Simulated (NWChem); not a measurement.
Species: C₂H₈Si; SMILES CC[SiH3]

```xyz
11

Si     0.0931    -1.1467     0.0021
C     -0.6546     0.5866     0.0024
C      0.3711     1.7173    -0.0053
H     -0.9826    -2.1868     0.0118
H      0.9421    -1.3551    -1.2138
H      0.9571    -1.3480     1.2085
H     -1.3119     0.6651     0.8860
H     -1.3223     0.6623    -0.8735
H      1.0176     1.6738    -0.8963
H      1.0300     1.6743     0.8768
H     -0.1141     2.7063    -0.0021
```
Atoms are numbered in this order, from 1.

Computed with NWChem. Geometry optimised at PBE0/def2-SVP; all other runs use it. 

```json
[
 {"quantity": "cavity-dispersion-structure term (kcal/mol) in n-hexane", "level": "PBE0/def2-SVP, SMD", "value": "___"},
 {"quantity": "−ε(HOMO) (eV)", "level": "PBE/def2-SVP", "value": "7.19"},
 {"quantity": "vertical, lowest state with f > 0.02, singlet (eV)", "level": "PBE/def2-SVPD, TDA", "value": "___"},
 {"quantity": "anisotropy (bohr³), static", "level": "PBE/def2-SVPD", "value": "___"},
 {"quantity": "dipole (D)", "level": "PBE0/def2-SVP", "value": "0.86"},
 {"quantity": "highest harmonic frequency (cm⁻¹)", "level": "PBE0/def2-SVP", "value": "3143"}
]
```

### Question
Some entries are withheld; supply them.

### Answer

- cavity-dispersion-structure term (kcal/mol) in n-hexane, value: -1.3
- vertical, lowest state with f > 0.02, singlet (eV), value: 7.90
- anisotropy (bohr³), static, value: 12.8
